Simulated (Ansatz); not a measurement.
Mulliken charges of `[SiH3][O][In]([SH])[Cl]` from B3LYP/def2-TZVPP in Ansatz (PBE0-D4/def2-TZVP geometry).

```
atom   x (Å)   y (Å)   z (Å)  charge (e)
 Si1   1.012  -1.459   0.460       0.421
  O2  -0.130  -0.485  -0.187      -0.544
 In3  -0.585   1.423  -0.166       0.893
  S4  -2.468   2.149  -1.367      -0.308
 Cl5   0.799   2.801   1.060      -0.344
  H6   0.384  -2.407   1.420      -0.088
  H7   1.669  -2.240  -0.623      -0.087
  H8   2.054  -0.677   1.182      -0.073
  H9  -2.735   0.895  -1.778       0.130
```

By hand: the dipole of these point charges (1 e Å = 4.8032 D).

Σ q r = (-0.225, -0.133, -0.185) e Å, of length 0.320 e Å = 1.54 D.

How does the dipole of the full density compare? (Estimate.)

Computed: (-0.264, -0.041, -0.195) e Å, 1.59 D; the point charges give 0.97 times that, at 18° from its direction.

Point charges leave out the atoms' own dipoles, such as those of lone pairs, and Mulliken's split depends on the basis, so the close match here is no proof of good charges.

B3LYP here is the variant with VWN-RPA as its local correlation; programs differ in this.
